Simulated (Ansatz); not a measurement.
Z-matrix (Å, degrees):
```
C
B 1 1.565
H 1 1.096 2 111.5
H 1 1.098 2 108.5 3 114.6
H 1 1.093 2 115.1 3 -124.4
C 2 1.527 1 123.4 3 126.4
H 2 1.206 1 117.9 3 -50.2
Ga 6 1.997 2 103.5 1 -87.7
H 6 1.095 2 114.9 1 23.5
H 6 1.091 2 116.4 1 158.2
H 8 1.570 6 119.0 2 79.4
H 8 1.569 6 119.5 2 -102.8
```

Total charge 0; spin multiplicity 1.

(1) List the PBE/def2-TZVPP orbital energies in eV (the Gaussian-basis code of Ansatz). (Best estimate.)

Results:

(1) Ansatz gave: Occupied: -10093.79, -1233.71, -1093.44, -1093.31, -1093.31, -268.46, -268.09, -176.48, -143.45, -98.13, -97.77, -97.75, -20.16, -19.99, -19.96, -19.88, -19.83, -17.37, -16.49, -11.20, -10.93, -10.48, -9.57, -9.49, -7.92, -7.38, -7.19, -6.84. Lowest empty: -2.73, -0.88, 0.10, 0.51, 1.01, 1.40, 1.69, 1.98.
